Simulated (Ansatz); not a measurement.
```yaml
crystal:
  periodic: [true, true, true]
  atoms:
    - {symbol: C, position_ang: [-1.110754, 0.789137, 1.103074]}
    - {symbol: N, position_ang: [-0.072484, 1.096127, 0.148811]}
    - {symbol: Ga, position_ang: [0.904003, -0.064362, -0.820641]}
    - {symbol: N, position_ang: [0.867995, -1.871879, -0.766864]}
    - {symbol: F, position_ang: [2.112439, 0.655872, -1.875559]}
    - {symbol: H, position_ang: [-2.088750, 1.184008, 0.801508]}
    - {symbol: H, position_ang: [-0.885137, 1.180616, 2.102283]}
    - {symbol: H, position_ang: [-1.222071, -0.292883, 1.206765]}
    - {symbol: H, position_ang: [0.097228, 2.080034, 0.023312]}
    - {symbol: H, position_ang: [0.061840, -2.369460, -0.428389]}
    - {symbol: H, position_ang: [1.335691, -2.387210, -1.494331]}
basis:
  gaussian: {orbitals: def2-TZVPP}
total_charge: 1
magnetization: {spin_polarized: true, initial_magnetization: 1}
hamiltonian: {xc: {name: PBE0}, dispersion: d4}
output: {forces: true}
```

```sh
$ ansatz run in.yaml --threads 4 --pin off --events-out ev --progress --plain --max-ram 10444MiB
```

Shortened log:

```
Error: YAML parse error: error: line 2 column 3: crystal: missing field `lattice` (a structure is typed as `lattice` and `atoms`, a molecule's as `atoms` in Å alone, or read from a run's directory, `checkpoint`)
 --> <input>:2:3
1 | crystal:
2 |   periodic: [true, true, true]
3 |   atoms:
4 |     - {symbol: C, position_ang: [-1.110754, 0.789137, 1.103074]}
```

Question: Something in this input is off. What?

Answer: The molecule is marked periodic without a cell. The program refused the input.
